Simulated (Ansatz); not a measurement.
Basis sets compared for GeH2(OiPr)2 (C6H16GeO2). Total charge 0; singlet. Geometry PBE-D4/def2-SVP. Ansatz on 2 threads of AMD EPYC 7R13 on a shared host and a share (18 GiB) of an NVIDIA H100 80GB HBM3; times are rough, and most runs start from earlier orbitals.

```csv
atom,x (Å),y (Å),z (Å)
Ge1,-1.711,0.118,0.227
H2,-2.629,-1.113,0.023
H3,-2.360,1.459,0.650
O4,-0.872,0.526,-1.308
C5,-0.349,-0.520,-2.143
C6,1.162,-0.340,-2.271
C7,-1.066,-0.463,-3.491
H8,-0.545,-1.520,-1.680
H9,1.390,0.661,-2.691
H10,1.603,-1.110,-2.936
H11,1.647,-0.418,-1.279
H12,-2.155,-0.618,-3.363
H13,-0.914,0.532,-3.958
H14,-0.682,-1.239,-4.185
O15,-0.544,-0.431,1.478
C16,0.306,0.522,2.137
C17,1.761,0.115,1.915
C18,-0.073,0.566,3.617
H19,0.156,1.541,1.702
H20,1.931,-0.911,2.299
H21,2.455,0.805,2.437
H22,2.007,0.125,0.835
H23,-1.127,0.884,3.742
H24,0.036,-0.442,4.065
H25,0.573,1.272,4.177
```

The 6-31G sets use Cartesian d functions.

Binding counts from free atoms (Ge triplet, H doublet, O triplet, C triplet) in the same basis, without a counterpoise term.

```json
{"level": "HF/STO-3G", "functions": "74", "energy (Eh)": "-2433.2529", "HOMO (eV)": "-8.12", "LUMO (eV)": "10.99", "binding per atom (eV)": "3.65", "wall time": "1.4 s"}
{"level": "HF/6-31G", "functions": "133", "energy (Eh)": "-2461.1445", "HOMO (eV)": "-11.41", "LUMO (eV)": "4.03", "binding per atom (eV)": "2.78", "wall time": "1.8 s"}
{"level": "PBE-D4/def2-SVP", "functions": "224", "energy (Eh)": "-2464.4120", "HOMO (eV)": "-6.01", "LUMO (eV)": "0.06", "binding per atom (eV)": "4.09", "wall time": "3.3 s"}
{"level": "PBE0-D4/def2-SVP", "functions": "224", "energy (Eh)": "-2464.5144", "HOMO (eV)": "-7.59", "LUMO (eV)": "1.02", "binding per atom (eV)": "4.03", "wall time": "3.5 s"}
```

Question: Estimate the rows for HF/def2-TZVP, PBE-D4/def2-TZVP (with forces), PBE0-D4/def2-TZVP (with forces).

Answer: 
```tsv
level	functions	energy (Eh)	HOMO (eV)	LUMO (eV)	binding per atom (eV)	wall time
HF/def2-TZVP	392	-2461.8025	-11.53	3.66	2.94	4.4 s
PBE-D4/def2-TZVP (with forces)	392	-2465.1125	-6.14	-0.25	4.05	4.8 s
PBE0-D4/def2-TZVP (with forces)	392	-2465.2069	-7.67	0.68	3.99	7.5 s
```
